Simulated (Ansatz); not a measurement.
H₄InOSSi (`[SiH3][O][In][SH]`) radical. Charge 0, multiplicity 2. In: def2 effective core potential. The geometry is a stationary point of PBE0-D4/def2-TZVP. It is one conformer, not always the lowest.

```xyz
8

Si    0.511   -0.209    1.540
O     0.016    0.033    0.008
In   -0.791   -0.971   -1.523
S    -1.137    0.491   -3.431
H    -0.393    0.480    2.503
H     0.530   -1.660    1.893
H     1.889    0.325    1.725
H    -0.625    1.511   -2.716
```

Problem. What is the dipole moment at ωB97M-V/def2-TZVPP? (Best estimate.)

Solution. Ansatz gave: 1.78 D, with components (-0.58, -1.61, -0.51) D in this frame, pointing from negative to positive charge.

Problem. And with PBE, r2SCAN, B3LYP? (Estimate.)

Solution. The calculation gave: PBE 1.46 D, r2SCAN 1.58 D, B3LYP 1.69 D.

Problem. Give the Mulliken charges with ωB97M-V, PBE, r2SCAN in def2-TZVPP. (Estimate.)

Solution. Computed: 
```
atom  ωB97M-V    PBE  r2SCAN
 Si1     0.33   0.35    0.46
  O2    -0.57  -0.46   -0.57
 In3     0.62   0.56    0.64
  S4    -0.34  -0.34   -0.36
  H5    -0.06  -0.08   -0.10
  H6    -0.06  -0.08   -0.10
  H7    -0.06  -0.08   -0.10
  H8     0.14   0.13    0.13
```

B3LYP here is the variant with VWN-RPA as its local correlation; programs differ in this.
